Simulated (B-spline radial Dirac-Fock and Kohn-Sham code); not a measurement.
These are calculated numbers from an atomic code on a B-spline grid; the model is the Dirac equation of a negative muon with reduced mass in the field of a spherical finite nucleus, with the Uehling potential to all orders; nuclear polarisation, deformation, hyperfine structure, self-energy, higher-order vacuum polarisation, relativistic recoil and electron screening are left out. The nuclear charge is a Fermi distribution (skin thickness 2.3 fm).

Q: A muonic atom of atomic mass 149.92 u emits these computed lines: 2p3/2 → 1s1/2 4830 keV, 3d5/2 → 2p3/2 1638 keV, 4f7/2 → 3d5/2 586.3 keV, 5g9/2 → 4f7/2 269.9 keV. Which element is it, and what rms charge radius was used?

A: Terbium (Z = 65, nuclide ¹⁵⁰Tb); the high transitions hardly feel the nucleus and fix Z. The 2p → 1s line lies 4790 keV below the value for a point nucleus without QED, which for this nuclear model gives a radius near 4.95 fm (4.9499 fm was used).
